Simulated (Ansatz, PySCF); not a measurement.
System: SiBr (charge 0, doublet). 
Coordinates optimised at B3LYP-D3(BJ)/def2-TZVP (Ansatz, a first-principles code):
SMILES: [Si]Br
```xyz
2

Si     0.0000     0.0000    -1.6088
Br     0.0000     0.0000     0.6435
```
Charge 0, spin multiplicity 2.

Property: vertical ionisation energy (to the singlet state of charge +1; each state is the SCF solution reached for its spin), in eV. Valence correlation only, unless marked. UHF or UKS for open shells. Spin-orbit coupling is left out. The frozen core is the preceding noble-gas configuration, with the filled d and f shells of earlier blocks. No relativistic terms. CBS(X,Y): correlation extrapolated as X^-3; Hartree-Fock from the larger set.

```csv
level,program,vertical ionisation energy (eV),minus last row
r2SCAN/def2-TZVPD,Ansatz,7.57,0.10
B3LYP/def2-TZVPD,Ansatz,7.47,0.00
BHLYP/def2-TZVPD,Ansatz,7.50,0.03
wB97M-V/def2-TZVPD,Ansatz,7.29,-0.18
"CCSD/CBS(def2-TZVPPD,def2-QZVPPD)",Ansatz,7.50,0.03
CCSD(T)/def2-QZVPPD,Ansatz,7.43,-0.04
"CCSD(T)/CBS(def2-TZVPPD,def2-QZVPPD)",Ansatz,7.47,0.00
```

For comparison, minus the highest occupied orbital energy (PySCF): 5.54 eV at MN15/def2-TZVPD, 4.23 eV at M06-L/def2-TZVPD, 4.31 eV at BP86/def2-TZVPD.
